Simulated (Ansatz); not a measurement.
`[TeH][SiH]1BC1` + HCl → `Cl[SiH]1BC1` + H₂Te at 298.15 K and 1 bar (ligand exchange at the Si–Te bond).

Gas-phase electronic energies from Ansatz, PBE0-D4/def2-TZVP geometries. CBS: MP2 limit from def2 TZ/QZ plus the TZ coupled-cluster correction, frozen cores. This one scheme is used for every species. Elements past krypton have def2 core potentials. For Te outer-core shells are correlated without core-valence functions, which leaves a few kJ/mol of doubt a bond.

```csv
species,CCSD(T)/CBS energy (Eh),H − E (kJ/mol),S (J/(mol·K))
`[TeH][SiH]1BC1`,-622.60841,159.9,344.9
HCl,-460.38127,26.6,186.8
`Cl[SiH]1BC1`,-814.09176,143.1,310.3
H₂Te,-268.91024,41.3,228.4
```

H − E and S are ideal-gas, rigid-rotor, harmonic terms from PBE0-D4/def2-TZVP, for one conformer and one mirror image of each species. 1 Eh = 2625.50 kJ/mol, R = 8.31446 J/(mol·K).

Task: By hand: ΔE, ΔH, ΔS and ΔG.

Result: ΔE = (-814.09176) + (-268.91024) − (-622.60841) − (-460.38127) = -0.01232 Eh = -32.3 kJ/mol. Δ(H − E) = 143.1 + 41.3 − 159.9 − 26.6 = -2.1, so ΔH = -34.4 kJ/mol. ΔS = 310.3 + 228.4 − 344.9 − 186.8 = 7.0 J/(mol·K). ΔG = -34.4 − 298.15 × (7.0)/1000 = -36.5 kJ/mol.

Task: By hand: the equilibrium constant, and the temperature at which ΔG would vanish if ΔH and ΔS stayed fixed.

Result: log₁₀ K = −ΔG/(RT ln 10) = 6.4. ΔH and −TΔS have one sign here, so there is no such temperature.

The number of gas molecules stays the same, so ΔS is small and ΔH decides. A doubt of 5 kJ/mol in ΔE shifts log₁₀ K by 0.9 here. Other conformers and mirror images would add mixing entropy, several J/(mol·K) or more a flexible species. These are equilibria of isolated gas molecules and say nothing of rates. Largest T1 diagnostic: 0.013 (customary marks: 0.02 for closed shells, 0.045 for open ones).

ΔS is within the doubt of such terms, so its sign, and with it that verdict, could turn.
